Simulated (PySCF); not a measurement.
Harmonic spectrum computed at PBE0 in the def2-SVP basis family (core potentials from Rb on, PySCF, no spin–orbit coupling):

| symmetry | ω (cm⁻¹) | IR (km/mol) |
| --- | --- | --- |
| a' | 92 | 13.1 |
| a'' | 141 | 8.8 |
| a' | 172 | 6.4 |
| a' | 323 | 320 |
| a'' | 348 | 11.0 |
| a'' | 479 | 93.1 |
| a' | 498 | 214 |
| a' | 538 | 94.3 |
| a' | 702 | 105 |
| a'' | 718 | 177 |
| a'' | 3961 | 395 |
| a' | 3965 | 71.6 |

Question: Which molecule gave it? In each, all ligands are bound to the one heavy central atom.
A. HfS(OH)₂ (singlet)
B. ReS(OH)₂ (doublet)
C. ZrS(OH)₂ (singlet)
D. SeS(OH)₂ (singlet)
E. MoS(OH)₂ (triplet)

Answer: C. It has Cs symmetry with O–H 0.960 Å (×2), Zr–O 1.936 Å (×2), Zr–S 2.225 Å.
